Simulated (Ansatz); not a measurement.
Question: Name a neutral molecule of F, N, O, S, W and H with LUMO energy (B3LYP/def2-TZVPP) between -2.60 and -2.30 eV and HOMO–LUMO gap (PBE/def2-TZVPP) between 3.15 and 3.45 eV (Ansatz, PBE0-D4/def2-TZVP geometry).

Answer: `[NH2][W](=[O])([F])=[S]` (-2.60 eV, 3.39 eV). Other molecules can fit too; these were computed, each in one conformer that needn't be the lowest.

B3LYP here is the variant with VWN-RPA as its local correlation; programs differ in this.
